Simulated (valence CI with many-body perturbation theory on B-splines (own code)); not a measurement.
Hyperfine factors and g values of Ru XIV

Computed by relativistic CI+MBPT: three valence electrons over a frozen Dirac-Fock core [Ar] 3d10, a basis of 11 s, 11 p, 10 d, 8 f, 5 g, 2 h functions for each j, with the one-electron correlation potential Σ1 (screened to all orders), the two-electron term Σ2, the three-electron term Σ3, Breit, model QED; selected single and double excitations, second order for the rest, scaled by the run's own slope (own B-spline code, finite nucleus).

No measured levels were compared; by estimate levels hold to about 250 cm⁻¹ or 0.2 % of their energy and the worst to 1 %, as in measured heavy ions of charge 2 to 7; those with d or f electrons hold less well.

A/g_I is the dipole constant over the nuclear g factor μ/I (μ in nuclear magnetons, uniformly magnetised nucleus), B/Q the quadrupole constant per barn. Both hold the static response of the core; the bare values leave it out. Large factors of s and p1/2 electrons are usually good to 5 to 10 %; those of open d and f shells near neutrality can be off by tens of per cent, and small factors of p3/2, d and f electrons come from cancelling terms and can be off by a factor of two or in sign, in half-filled shells by more. B is blank for J = 1/2, where it vanishes, and for nearly pure S terms. Energies count from the lowest level.

Names give the largest LS component (configuration and term), which can be under half, so a name can repeat, a term be missing and a line seem to break the LS rules; names also repeat where a configuration has a term twice. Letters in brackets count levels of one name in rising energy.

```
               Level  E (eV)      g  A/g_I (MHz)  A/g_I bare  B/Q (MHz/b)  B/Q bare
      4s2 4p 2P°_1/2    0.00  0.665        31300       29500                       
      4s2 4p 2P°_3/2    4.87  1.333         5540        5120        10200      9430
       4s 4p2 4P_1/2   28.42  2.614        73000       68400                       
       4s 4p2 4P_3/2   30.92  1.722        28000       26300         8360      7750
       4s 4p2 4P_5/2   32.93  1.545        29600       27800        -7070     -6550
       4s 4p2 2D_3/2   38.09  0.832        -5700       -5350        13000     12000
       4s 4p2 2D_5/2   39.48  1.255        27800       26100        16200     15100
       4s 4p2 2P_1/2   42.48  1.271        30000       28200                       
       4s 4p2 2S_1/2   47.31  1.451        83700       78700                       
       4s 4p2 2P_3/2   48.20  1.311        -9060       -8550        -9530     -8880
       4s2 4d 2D_3/2   61.15  0.800         1310        1290         2180      1970
       4s2 4d 2D_5/2   61.92  1.200         2390        2290         2950      2680
     4p3 4S°_3/2 [a]   70.71  1.416         3770        3600         7160      6630
     4p3 4S°_3/2 [b]   73.42  1.393         -530        -431          411       379
         4p3 2D°_5/2   73.83  1.199        10800       10200        -1650     -1540
         4p3 2P°_1/2   78.78  0.665        29500       27600                       
         4p3 2P°_3/2   81.35  1.318         4540        4310        -7860     -7300
    4s 4p 4d 4F°_3/2   83.77  0.426       -11600      -10800         4310      3940
    4s 4p 4d 4F°_5/2   84.76  1.040        11400       10700         2840      2580
    4s 4p 4d 4F°_7/2   86.34  1.246        15700       14800         4020      3640
    4s 4p 4d 4P°_5/2   88.66  1.477        18200       17100         2920      2640
    4s 4p 4d 4F°_9/2   88.88  1.333        14900       14000        12500     11500
    4s 4p 4d 4D°_3/2   89.27  1.386        10800       10300         2170      2000
    4s 4p 4d 4D°_1/2   89.62  0.358       -33500      -31400                       
4s 4p 4d 4D°_5/2 [a]   92.17  1.207        16200       15200        -1530     -1430
4s 4p 4d 2D°_3/2 [a]   92.24  0.996        -4430       -4160        -2010     -1870
    4s 4p 4d 4P°_1/2   92.34  2.322        56900       53500                       
    4s 4p 4d 4D°_7/2   92.57  1.411        17800       16800        -4770     -4430
    4s 4p 4d 4P°_3/2   92.71  1.345        13300       12600        -4760     -4390
4s 4p 4d 4D°_5/2 [b]   92.95  1.316        17000       16000        -3820     -3530
4s 4p 4d 2F°_5/2 [a]   94.70  1.018        14600       13700         5180      4750
4s 4p 4d 2F°_7/2 [a]   97.95  1.143         -648        -585        12200     11300
4s 4p 4d 2P°_3/2 [a]   99.52  1.213         5150        4840          996       899
4s 4p 4d 2F°_7/2 [b]  100.58  1.152        14300       13400        10400      9550
4s 4p 4d 2F°_5/2 [b]  100.91  0.868        -7150       -6690         9030      8310
4s 4p 4d 2P°_1/2 [a]  102.16  0.660       -35500      -33300                       
4s 4p 4d 2P°_1/2 [b]  103.63  0.658         9530        9010                       
4s 4p 4d 2D°_3/2 [b]  104.50  1.060        21500       20300        -1010      -975
4s 4p 4d 2P°_3/2 [b]  104.62  1.175          136         225        -4120     -3840
    4s 4p 4d 2D°_5/2  105.05  1.186        -5500       -5120        -7530     -7020
```

(1) Take the isotope of mass number 101, with I = 5/2, μ = -0.718 μN and Q = 0.46 b. What is the hyperfine structure of 4s 4p2 2D_5/2?

Answers

(1) From the table A = -7980 MHz, B = 7460 MHz. Shifts from the centre of gravity in MHz: F = 0: 75000, F = 1: 65300, F = 2: 46400, F = 3: 19800, F = 4: -12600, F = 5: -48000.
